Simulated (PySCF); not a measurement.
Delta-SCF ions had no search for a lower state. Excitations are Tamm–Dancoff values on a coarser integration grid. The basis has no diffuse functions, so Rydberg states are missing or too high.

**H₆BN₃, SMILES `NB(N)N` (charge 0, multiplicity 1)**

Computed with CAM-B3LYP-D3(BJ)/def2-TZVP (PySCF).

The HOMO is -7.99 eV, the dipole moment is 0.00 D and the HOMO–LUMO gap is 9.58 eV. The LUMO is 1.59 eV and the S1 excitation (TDA) comes out as 6.15 eV. The S1 oscillator strength is 0.000 and the brightest of the four lowest singlets (TDA) is 7.19 eV. The T1 excitation (TDA) is 5.81 eV. The S1–T1 gap (TDA) is 0.34 eV and the vertical ionisation energy (Delta-SCF) is 9.02 eV. The total energy is -192.8412 Ha and the cost is roughly 2.1 core-minutes.

```xyz
10

N     -1.0231    -0.9909     0.0374
B     -0.0006     0.0009     0.0005
N      1.3542    -0.3807    -0.2206
N     -0.3329     1.3742     0.1846
H     -1.9906    -0.7767     0.1881
H     -0.8435    -1.9692    -0.0864
H      1.6421    -1.3315    -0.3539
H      2.1111     0.2756    -0.2531
H      0.3468     2.1106     0.1662
H     -1.2689     1.6963     0.3423
```
Charge 0, spin multiplicity 1.
